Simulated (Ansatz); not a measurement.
Basis-set extrapolation for CH5BO2S2, SMILES `CSSB(O)O` (PBE0-D4/def2-TZVP geometry, frozen core, Ansatz 0.2.0). Multiplicity 1, RHF reference.

```json
{"": "HF", "def2-TZVPP": "-1010.516276", "def2-QZVPP": "-1010.548870"}
{"": "MP2 correlation", "def2-TZVPP": "-1.100043", "def2-QZVPP": "-1.189471"}
{"": "CCSD(T) correlation", "def2-TZVPP": "-1.193576", "def2-QZVPP": "not run"}
```

Energies in hartree. Use E(X) = E(∞) + A·exp(−7.88·√X) for Hartree–Fock and E(X) = E(∞) + B·X^(−2.97) for correlation, with X = 3 and 4, and add CCSD(T) minus MP2 of the smaller set to the MP2 limit.

Q: What is the CCSD(T) energy at the basis-set limit?

A: HF limit: -1010.548870 + (-0.032594) × 0.13774 = -1010.55336. MP2 limit: -1.189471 + (-0.089428) × 0.74074 = -1.25571. Higher-order term: -1.193576 − (-1.100043) = -0.09353. Total: -1011.90260 hartree, 506.1 kJ/mol below CCSD(T)/def2-TZVPP.
